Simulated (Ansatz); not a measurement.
Relaxation of H$_{4}$O$_{2}$Zn (7 atoms, charge 0, multiplicity 1), to a largest force component of 0.03 eV/Å in at most 50 steps.

These are results of RKS BLYP-D4/def2-SVP in Ansatz, not measurements.

```xyz
7
Properties=species:S:1:pos:R:3
Zn -0.292 -0.045 0.098
O -0.279 0.078 1.886
H -1.118 -0.195 2.307
O -0.209 0.017 -1.690
H 0.167 -0.816 -2.044
H 2.313 -0.574 0.885
H 1.796 -0.506 1.386
```

Question: Where does it end, and by what steps?

Answer: The forces met the threshold. The force dipped under the threshold on the way, but the program's further checks kept it going. After 20 steps the energy has fallen by 0.119 eV; H6 moved furthest, 1.03 Å.

```
step  energy less start (eV)  largest force component (eV/Å)  accepted
   0                  0.0000                           1.365       yes
   1                 -0.0586                           0.118       yes
   2                 -0.0332                           1.093        no
   3                 -0.0629                           0.343       yes
   4                 -0.0688                           0.273       yes
   5                 -0.0668                           0.696        no
   6                 -0.0776                           0.151       yes
   7                 -0.0846                           0.208       yes
   8                 -0.0911                           0.353       yes
   9                 -0.1043                           0.067       yes
  10                 -0.1025                           0.397        no
  11                 -0.1066                           0.028       yes
  12                 -0.1104                           0.171       yes
  13                 -0.1084                           0.441        no
  14                 -0.1141                           0.066       yes
  15                 -0.1155                           0.094       yes
  16                 -0.1173                           0.008       yes
  17                 -0.1179                           0.144       yes
  18                 -0.1182                           0.070       yes
  19                 -0.1184                           0.016       yes
  20                 -0.1185                           0.011       yes
```

```xyz
7
Properties=species:S:1:pos:R:3
Zn -0.505 -0.014 -0.171
O -0.258 0.345 1.574
H -0.475 -0.431 2.129
O -0.855 -0.180 -1.916
H -0.058 -0.465 -2.407
H 2.607 -0.822 1.844
H 1.923 -0.474 1.775
```

Time of the run: 44 s on 1 thread of Arm Neoverse V2, with other jobs on the host, peak memory 0.14 GiB.
